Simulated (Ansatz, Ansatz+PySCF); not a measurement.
```xyz
2

B     0.0000    0.0000    0.0000
C     0.0000    0.0000    1.5655
```

Basis set: def2-SVP (spherical functions). Correlated methods keep 2 orbitals frozen. Correlation on ROHF uses semicanonical orbitals with singles. Charge 0, multiplicity 4.

Computed with Ansatz (development build ahead of 0.2.0); each method stands on the lowest determinant of its kind that the runs found.

Question: Give the atomization energy at this shape (free ground-state atoms in the same class of orbitals less the molecule, no zero-point energy) of quartet BC by ROHF-MP2, UHF-MP2, UHF-CCSD(T), ROHF, UHF.

Answer:

| method | atomization energy |
| --- | --- |
| ROHF-MP2 | 3.77 eV |
| UHF-MP2 | 3.59 eV |
| UHF-CCSD(T) | 4.20 eV |
| ROHF | 3.13 eV |
| UHF | 3.06 eV |

Caution: the determinant may break the point group. Caution for ROHF-MP2, UHF-MP2: another reference gives a lower total. Caution for UHF-MP2, UHF-CCSD(T), UHF: the unrestricted determinant is spin contaminated.
